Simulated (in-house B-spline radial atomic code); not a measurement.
Removing one electron from F VI (F5+)

Closed shell [He] 2s2. Computed with a B-spline radial code for spherical atoms: Koopmans values of Dirac-Hartree-Fock plus a diagonal self-energy, in second order or with its direct term screened (direct RPA, with the hole-particle interaction, or full time-dependent Hartree-Fock), linearised in energy; no-pair Dirac-Coulomb Hamiltonian, finite nucleus. Shifts add to the Koopmans value (the ΔSCF shift is orbital relaxation alone); the final value takes TDHF screening with Breit and QED.

Command:
```bash
python run_mb.py task.json out
```
Settings (nuclear radius in fm, box in bohr, cutoff in hartree):
```
basis_form          2
Z                   9
core_configuration  [He] 2s2
rms_radius          2.8976
mass_number         19
speed_of_light      137.036
box_radius          10.79
lmax                7
intervals           64
virtual_cutoff      600.0
```

Run time, properties included: 1 s on 1 thread of Arm Neoverse V2, on a shared host.

Energies in eV:

```json
{"subshell": "2s1/2", "Koopmans": "154.34", "ΔSCF shift": "-0.298", "second order": "?", "direct RPA": "?", "hole-particle": "?", "TDHF": "?", "Breit + QED": "?", "final": "?"}
```

(1) What does the self-energy do to 2s1/2?

Answers

(1) It shifts the removal energy by 1.659 eV in second order, 0.736 with direct RPA, 0.749 with the hole-particle term and 1.492 with TDHF screening (quasi-particle weight 0.970); Breit and QED add -0.023 eV. The final value is 155.81 eV, against 157.163 eV (NIST, measured). The mixing of s² with p² in the ground state is caught to low order only, which falls short in light ions.
